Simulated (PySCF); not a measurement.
**Two-dimensional NMR puzzle**

Compound of formula C₆H₆F₂O. Correlations simulated from computed shifts and the bond graph:

HSQC (one-bond C–H):
| δH | δC |
| --- | --- |
| 6.74 | 142.2 |
| 6.66 | 140.9 |
| 6.63 | 124.8 |
| 5.11 | 85.7 |

COSY cross peaks (H two or three bonds apart, from the bond graph; peaks can be absent where the dihedral angle is near 90°):
| δH | δH |
| --- | --- |
| 6.74 | 6.66 |
| 6.74 | 5.11 |

HMBC (two and three bonds, from the bond graph; two-bond peaks within aromatic rings are usually weak or absent):
| δH | δC |
| --- | --- |
| 6.74 | 142.2, 140.9, 85.7 |
| 6.66 | 142.2, 140.9, 85.7 |
| 6.63 | 85.7 |
| 5.11 | 142.2, 140.9, 124.8 |

Calculated, not measured (PySCF 2.14): shielding tensors at PBE0/pcSseg-1 (GIAO), structure optimised with GFN2-xTB. A single conformation, no solvent model, averaged over atoms made equivalent by symmetry, fast rotation or ring inversion, no relativistic terms.

Chemical shifts δ = σref − σ; TMS for 1H, 13C, all at this level.

Exchangeable hydrogens are left out of these lists.

Problem. Assemble the structure.

Solution. SMILES FC(F)OC1C=CC=C1.

Numbering as in the mapped SMILES `[F:1][CH:2]([F:3])[O:4][CH:5]1[CH:6]=[CH:7][CH:8]=[CH:9]1`; H(Xn) means a hydrogen on atom n.

δC 142.2 is C6/C9, an alkene CH (δH 6.74). δC 140.9 is C7/C8, an alkene CH (δH 6.66). δC 124.8 is C2, an sp3 CH bonded to 2 F and O (δH 6.63). δC 85.7 is C5, an allylic sp3 CH bonded to O (δH 5.11). COSY links 6.74–6.66, 6.74–5.11.

The data come from this structure; uniqueness wasn't tested.

Shifts are as computed. Against solution values, carbons near 30 ppm lie about +3 ppm off and those near 130 ppm about +5 ppm (rms about the fit 2.1 ppm; single classes can miss by 10 ppm). Of 1328 compounds with measured shifts, 309 miss one by over three times the rms of a fit or turn the order of signals round; such compounds aren't used in these exercises. Signals without a measured value on file couldn't be tested in this way; 1H shifts scatter by 0.2 ppm about their fit, and single ones miss by 0.5 ppm.
